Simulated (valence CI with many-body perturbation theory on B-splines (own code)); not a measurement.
Lu⁵⁷⁺: calculated level list

Method: relativistic CI+MBPT: four valence electrons over a frozen Dirac-Fock core [Ne], a basis of 9 s, 9 p, 8 d, 6 f, 3 g, 1 h functions for each j, with the one-electron correlation potential Σ1 (screened to all orders), the two-electron term Σ2, the three-electron term Σ3, Breit, model QED; selected single and double excitations, second order for the rest, scaled by the run's own slope (own B-spline code, finite nucleus).

The last digits are not significant, and no measured levels were compared; by estimate large intervals hold to a few tenths of a per cent, small ones and those within an open d or f shell to about a per cent.

Levels 1 to 36 of 36, with energies above the lowest level, (3s^2 3p1/2^2) J=0. "Leading %" is the weight of the configuration and term that name the level; weights of strongly mixed levels are sums over their largest components and can fall short, so below about 35 % the name and the second component can differ from the true leading terms, or belong to a minority configuration. In the jj column 3d3/2^4 stands for four electrons in 3d with j = 3/2. Lifetimes count E1, E2, E3, M1 and M2 decay at the calculated energies, and are blank where another channel may lead or the interval is too uncertain; long ones can be off by a factor of two.

| No. | Configuration | Term | J | E (× 10³ cm⁻¹) | Leading % | Leading jj | Lifetime | Second component |
| --- | --- | --- | --- | --- | --- | --- | --- | --- |
| 1 | 3s2.3p2 | 3P | 0 | 0.00 | 69 | 3s^2 3p1/2^2 (99 %) |  | 30 % 3s2.3p2 1S |
| 2 | 3s2.3p2 | 3P | 1 | 2290.9 | 99 | 3s^2 3p1/2 3p3/2 (99 %) | 6.83 ns |  |
| 3 | 3s2.3p2 | 1D | 2 | 2362.9 | 64 | 3s^2 3p1/2 3p3/2 (99 %) | 481 ns | 35 % 3s2.3p2 3P |
| 4 | 3s.3p3 | 3P° | 2 | 3562.3 | 46 | 3s 3p1/2^2 3p3/2 (96 %) | 42.5 ps | 28 % 3s.3p3 5S° |
| 5 | 3s.3p3 | 3D° | 1 | 3777.4 | 29 | 3s 3p1/2^2 3p3/2 (82 %) | 1.69 ps | 23 % 3s.3p3 1P° |
| 6 | 3s2.3p.3d | 3F° | 2 | 3976.6 | 74 | 3s^2 3p1/2 3d3/2 (99 %) | 114 ps | 20 % 3s2.3p.3d 1D° |
| 7 | 3s2.3p.3d | 3D° | 1 | 4306.3 | 44 | 3s^2 3p1/2 3d3/2 (83 %) | 299 fs | 24 % 3s2.3p.3d 1P° |
| 8 | 3s2.3p.3d | 3P° | 2 | 4662.8 | 45 | 3s^2 3p1/2 3d5/2 (96 %) | 3.66 ps | 33 % 3s2.3p.3d 3D° |
| 9 | 3s2.3p.3d | 3F° | 3 | 4670.4 | 52 | 3s^2 3p1/2 3d5/2 (98 %) | 5.78 ps | 25 % 3s2.3p.3d 1F° |
| 10 | 3s2.3p2 | 3P | 2 | 4707.7 | 63 | 3s^2 3p3/2^2 (98 %) | 2.37 ns | 35 % 3s2.3p2 1D |
| 11 | 3s2.3p2 | 1S | 0 | 4864.2 | 68 | 3s^2 3p3/2^2 (98 %) | 2.14 ns | 30 % 3s2.3p2 3P |
| 12 | 3s.3p2.3d | 3D | 1 | 5279.2 | 43 | 3s 3p1/2^2 3d3/2 (98 %) | 20.2 ps | 40 % 3s.3p2.3d 5F |
| 13 | 3s.3p2.3d | 3D | 2 | 5334.6 | 29 | 3s 3p1/2^2 3d3/2 (97 %) | 20.7 ps | 19 % 3s.3p2.3d 5F |
| 14 | 3s.3p3 | 3D° | 2 | 5794.9 | 50 | 3s 3p1/2 3p3/2^2 (95 %) | 2.40 ps | 44 % 3s.3p3 5S° |
| 15 | 3s.3p2.3d | 3D | 3 | 5927.8 | 34 | 3s 3p1/2^2 3d5/2 (98 %) | 4.89 ps | 20 % 3s.3p2.3d 5D |
| 16 | 3s.3p3 | 3D° | 3 | 5933.0 | 93 | 3s 3p1/2 3p3/2^2 (93 %) | 3.63 ps |  |
| 17 | 3s.3p3 | 3P° | 0 | 6023.7 | 87 | 3s 3p1/2 3p3/2^2 (87 %) | 2.01 ps | 12 % 3s2.3p.3d 3P° |
| 18 | 3s.3p2.3d | 3F | 2 | 6034.6 | 28 | 3s 3p1/2^2 3d5/2 (96 %) | 4.39 ps | 22 % 3s.3p2.3d 1D |
| 19 | 3s.3p3 | 3P° | 1 | 6134.7 | 35 | 3s 3p1/2 3p3/2^2 (83 %) | 1.17 ps | 21 % 3s.3p3 3D° |
| 20 | 3s.3p3 | 1D° | 2 | 6137.9 | 56 | 3s 3p1/2 3p3/2^2 (72 %) | 936 fs | 11 % 3s2.3p.3d 3D° |
| 21 | 3s.3p3 | 3S° | 1 | 6222.8 | 32 | 3s 3p1/2 3p3/2^2 (96 %) | 422 fs | 26 % 3s.3p3 3P° |
| 22 | 3s2.3p.3d | 3F° | 3 | 6553.1 | 44 | 3s^2 3p3/2 3d3/2 (94 %) | 599 fs | 36 % 3s2.3p.3d 1F° |
| 23 | 3s2.3p.3d | 3D° | 2 | 6579.1 | 40 | 3s^2 3p3/2 3d3/2 (72 %) | 287 fs | 18 % 3s.3p3 1D° |
| 24 | 3s2.3p.3d | 3P° | 1 | 6585.3 | 47 | 3s^2 3p3/2 3d3/2 (84 %) | 361 fs | 32 % 3s2.3p.3d 3D° |
| 25 | 3s2.3p.3d | 3P° | 0 | 6594.7 | 86 | 3s^2 3p3/2 3d3/2 (86 %) | 424 fs | 12 % 3s.3p3 3P° |
| 26 | 3s2.3p.3d | 3F° | 4 | 6907.1 | 99 | 3s^2 3p3/2 3d5/2 (99 %) | 4.71 ns |  |
| 27 | 3s2.3p.3d | 3P° | 2 | 6978.1 | 44 | 3s^2 3p3/2 3d5/2 (96 %) | 6.62 ps | 40 % 3s2.3p.3d 1D° |
| 28 | 3s2.3p.3d | 3D° | 3 | 7161.7 | 59 | 3s^2 3p3/2 3d5/2 (94 %) | 1.83 ps | 37 % 3s2.3p.3d 1F° |
| 29 | 3s2.3p.3d | 1P° | 1 | 7237.3 | 63 | 3s^2 3p3/2 3d5/2 (96 %) | 2.60 ps | 24 % 3s2.3p.3d 3P° |
| 30 | 3p4 | 3P | 2 | 7345.8 | 24 | 3s 3p1/2 3p3/2 3d3/2 (61 %) | 2.91 ps | 20 % 3s.3p2.3d 5F |
| 31 | 3s.3p2.3d | 5D | 0 | 7405.4 | 73 | 3s 3p1/2 3p3/2 3d3/2 (92 %) | 14.8 ps | 14 % 3s.3p2.3d 3P |
| 32 | 3s.3p2.3d | 5D | 1 | 7427.0 | 52 | 3s 3p1/2 3p3/2 3d3/2 (99 %) | 18.5 ps | 22 % 3s.3p2.3d 5F |
| 33 | 3s.3p2.3d | 5F | 3 | 7467.9 | 44 | 3s 3p1/2 3p3/2 3d3/2 (96 %) | 17.3 ps | 35 % 3s.3p2.3d 3F |
| 34 | 3p4 | 3P | 2 | 7492.1 | 27 | 3s 3p1/2 3p3/2 3d3/2 (52 %) | 1.19 ps | 23 % 3s.3p2.3d 5F |
| 35 | 3p4 | 1S | 0 | 7576.6 | 44 | 3p1/2^2 3p3/2^2 (69 %) | 936 fs | 25 % 3p4 3P |
| 36 | 3s.3p2.3d | 3G | 4 | 7596.6 | 30 | 3s 3p1/2 3p3/2 3d3/2 (94 %) | 44.7 ps | 21 % 3s.3p2.3d 5F |

The ionisation energy to 3s2.3p 2P°_1/2 of the next ion comes out as 5939.2 eV (NIST: 5937 ± 6 eV (theoretical)). All 36 levels together are meant to be complete up to 7701.6 × 10³ cm⁻¹.
